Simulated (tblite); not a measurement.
Start geometry of `N[Si@H]([SiH3])O[SiH2][SiH3]` from a force field or distance geometry (Å):
```
atom  x, y, z in Å
N1    -1.061   -1.855    0.069
Si2   -1.200   -0.108    0.422
Si3   -3.131    0.772   -0.121
O4     0.150    0.646   -0.356
Si5    1.522   -0.250    0.220
Si6    3.369    0.972    0.255
H7    -1.926   -2.332    0.382
H8    -0.189   -2.187    0.533
H9    -0.981    0.102    1.879
H10   -3.522    1.833    0.846
H11   -3.212    1.235   -1.512
H12   -4.170   -0.283    0.041
H13    1.688   -1.504   -0.540
H14    1.180   -0.672    1.587
H15    3.111    2.384    0.628
H16    4.103    0.856   -0.995
H17    4.260    0.404    1.302
```

Q: What comes out of this run: GFN2-xTB geometry optimisation, gas phase (tblite 0.8.0)?

A: 
```
atom  x, y, z in Å
N1    -1.8903   -2.1101    0.6760
Si2   -1.1799   -0.5967    1.1020
Si3   -1.9693    1.0069   -0.3375
O4     0.4213   -0.8246    0.9171
Si5    1.8402   -0.7428    0.1376
Si6    2.5037    1.4592    0.0738
H7    -2.8917   -2.2062    0.6719
H8    -1.4627   -2.9585    1.0136
H9    -1.2355   -0.2889    2.5433
H10   -2.0233    2.3306    0.2972
H11   -1.1701    1.1887   -1.5572
H12   -3.3434    0.7398   -0.7844
H13    1.6452   -1.3574   -1.1842
H14    2.6938   -1.6452    0.9206
H15    1.4352    2.4266    0.3633
H16    3.0398    1.8323   -1.2416
H17    3.5800    1.7582    1.0281
```

The energy falls by 121.1 kJ/mol over 149 L-BFGS steps, the largest force on an atom goes from 3.18 to 0.010 eV/Å, and the atoms move by 1.403 Å rms after alignment. The bond that changes most is O4–Si5 (siloxane oxygen to oxygen-bound silicon), which shortens by 0.116 Å. Bonds longer at the end by more than 0.005 Å: 3 of 16; shorter: 10. Among the angles that change most is Si2–O4–Si5, from 104.0° to 155.3°. Among the dihedrals that turn most is Si3–Si2–O4–Si5, from -179° to -19°. Rotational constants go from 3685, 608.4, 542.8 to 2009, 850.3, 649.9 MHz. The orientation of the end geometry is arbitrary; only internal coordinates are fixed.

Hardware: Arm Neoverse N1, one thread, shared host. Cost: 2.3 s.

GFN2-xTB frequencies show an imaginary mode (26i cm⁻¹), so the point is no minimum at that level.

All values are computed, not measured.
